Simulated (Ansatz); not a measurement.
Species: sum formula SiH₂Br, net charge -1, singlet state. It need not be the lowest isomer of its formula. Whether it binds its extra electron was not tested at this geometry. 
Coordinates optimised at B3LYP-D3(BJ)/def2-TZVP (Ansatz, a program for electronic structure):
```xyz
4

Si    -1.6825     0.2451    -0.0067
Br     0.7822    -0.0528    -0.0015
H     -1.9194    -0.8740    -1.0326
H     -1.9042    -0.7088     1.1773
```
Charge -1, spin multiplicity 1.

Basis-set convergence of Hartree-Fock and CCSD correlation energies (hartree) with Ansatz. Cores are frozen in the correlated levels unless marked. No spin-orbit coupling. The frozen core is the preceding noble-gas configuration, with the filled d and f shells of earlier blocks. No relativistic terms.

| basis | functions | E(HF) | E(corr, CCSD) |
|---|---|---|---|
| def2-SVPD | 81 | -2862.14970 | -0.27415 |
| def2-TZVPPD | 139 | -2862.56244 | -0.33431 |
| def2-QZVPPD | 240 | -2862.62009 | -0.35870 |

Extrapolating the two largest sets (X = 3 and 4) as X^-3: E(corr) = (64·(-0.35870) - 27·(-0.33431))/37 = -0.3765 Eh, an estimate of the basis-set limit. The largest set recovers 95.3 % of it, the smallest 72.8 %.
